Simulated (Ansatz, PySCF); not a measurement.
Molecule: HTe2, charge 0, multiplicity 2. It need not be the lowest isomer of its formula. 
Structure (B3LYP-D3(BJ)/def2-TZVP (Ansatz, a program for electronic structure) minimum search):
```xyz
3

Te    -0.0218     0.0409    -1.3406
Te     0.0128    -0.0100     1.3114
H      0.4669    -1.6077     1.5147
```
Charge 0, spin multiplicity 2.

Total electronic energies in hartree. Valence correlation only, unless marked. UHF or UKS for open shells. Spin-orbit coupling is left out. Frozen are the shells of the preceding noble gas and the d and f shells that filled before the atom's block. In def2 rows, elements after Kr have scalar-relativistic effective core potentials. STO-3G rows are all-electron and non-relativistic. CBS(X,Y): correlation extrapolated as X^-3; Hartree-Fock from the larger set. [CCSD(T)-MP2]/basis is that difference in the basis named.

| level | program | energy (Eh) |
|---|---|---|
| HF/def2-SVP | Ansatz | -534.58879 |
| HF/def2-TZVPD | PySCF | -534.61269 |
| HF-D4/def2-TZVPD | PySCF + dftd4 | -534.62134 |
| PBE/def2-TZVPD | Ansatz | -536.65297 |
| BLYP-D3(BJ)/def2-TZVPD | Ansatz + dftd3 | -536.57241 |
| revPBE-D3(BJ)/def2-TZVPD | Ansatz + dftd3 | -536.76469 |
| TPSSh-D4/def2-TZVPD | PySCF + dftd4 | -536.50158 |
| r2SCANh-D4/def2-TZVPD | Ansatz + dftd4 | -536.85248 |
| r2SCAN0-D4/def2-TZVPD | Ansatz + dftd4 | -536.81864 |
| MN15/def2-TZVPD | PySCF | -535.40271 |
| CAM-B3LYP-D3(BJ)/def2-TZVPD | Ansatz + dftd3 | -536.65664 |
| LC-wPBE-D3(BJ)/def2-TZVPD | Ansatz + dftd3 | -536.72813 |
| wB97X-V/def2-TZVPD | Ansatz | -536.62559 |
| B2GP-PLYP-D4/def2-TZVPD | Ansatz + dftd4 | -535.95429 |
| B2GP-PLYP/def2-TZVPD | Ansatz | -535.95306 |
| B2PLYP-D3(BJ)/def2-TZVPD | Ansatz + dftd3 | -536.11178 |
| MP2/STO-3G | Ansatz | -13094.89560 |
| MP2/def2-SVPD | Ansatz | -534.77792 |
| CCSD/def2-TZVPP | Ansatz | -534.88764 |
| CCSD(T)/def2-SVPD | Ansatz | -534.81516 |
| RI-MP2/CBS(def2-TZVPPD,def2-QZVPPD)+[CCSD(T)-MP2]/def2-SVPD | Ansatz | -534.9461 |
| RI-MP2/CBS(def2-TZVPPD,def2-QZVPPD)+[CCSD(T)-MP2]/def2-TZVPPD | Ansatz | -534.9553 |
| CCSD(T)/CBS(def2-TZVPPD,def2-QZVPPD) | Ansatz | -534.9547 |

Totals of different functionals don't rank their quality; only differences between species are comparable.
